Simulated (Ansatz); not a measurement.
C3H10ClNSi, singlet, at a GFN2-xTB geometry; Ansatz (a program for electronic structure) with R2SCAN/pcseg-0.

Input for Ansatz:
Ansatz 0.2 input:
```yaml
crystal:
  periodic: [false, false, false]
  atoms:
    - {symbol: C, position_ang: [2.09748457, -0.86548933, -1.02034572]}
    - {symbol: N, position_ang: [0.97577044, 0.03291454, -1.18666619]}
    - {symbol: Si, position_ang: [-0.40493916, 0.08734606, -0.15800502]}
    - {symbol: C, position_ang: [-1.42195908, 1.59690115, -0.69244784]}
    - {symbol: C, position_ang: [-1.47309585, -1.49558158, -0.12289669]}
    - {symbol: Cl, position_ang: [0.32652464, 0.34379851, 1.72503692]}
    - {symbol: H, position_ang: [3.00356570, -0.40642674, -1.41871801]}
    - {symbol: H, position_ang: [2.24195077, -1.05293883, 0.04093993]}
    - {symbol: H, position_ang: [1.94203607, -1.82560411, -1.52421745]}
    - {symbol: H, position_ang: [0.86834630, 0.32538053, -2.14516937]}
    - {symbol: H, position_ang: [-1.84277260, 1.46066602, -1.68299088]}
    - {symbol: H, position_ang: [-0.81727178, 2.49788655, -0.70840799]}
    - {symbol: H, position_ang: [-2.24632437, 1.76622775, -0.00779297]}
    - {symbol: H, position_ang: [-1.91373767, -1.69753110, -1.09506145]}
    - {symbol: H, position_ang: [-2.28459404, -1.41838572, 0.59492858]}
    - {symbol: H, position_ang: [-0.87793985, -2.36207716, 0.15373701]}
basis:
  gaussian:
    orbitals: pcseg-0.json
hamiltonian:
  xc: r2scan
```
The basis file holds pcseg-0 in the JSON format of the Basis Set Exchange.

Problem. Write the output that Ansatz gives for this input, abridged.

Solution. 
```
Functional definition: r2SCAN
1035 factors; integrals over basis functions are off by at most 5.5e-4 eV
mean field evaluation 1: about -25112.5123 eV, gradient 7.6e1 eV
mean field evaluation 2: about -25102.9245 eV, gradient 9.5e1 eV
mean field evaluation 4: about -25124.9950 eV, gradient 4.4e0 eV
mean field evaluation 8: about -25125.0103 eV, gradient 7.3e-2 eV
mean field evaluation 16: about -25125.0103 eV, gradient 1.8e-5 eV
mean field -25125.01027514 eV, -923.3270972679 hartree, gradient 1.8e-5 eV, S^2 0.000000; 0 other end points of the search recorded, 0 dependent functions left out
reference -25125.01028491 eV, -923.3270976267 hartree; 33, 33 occupied and 49, 49 virtual orbitals, 1035 factors
Total energy: -25125.01028491 eV, -923.3270976267 hartree
```
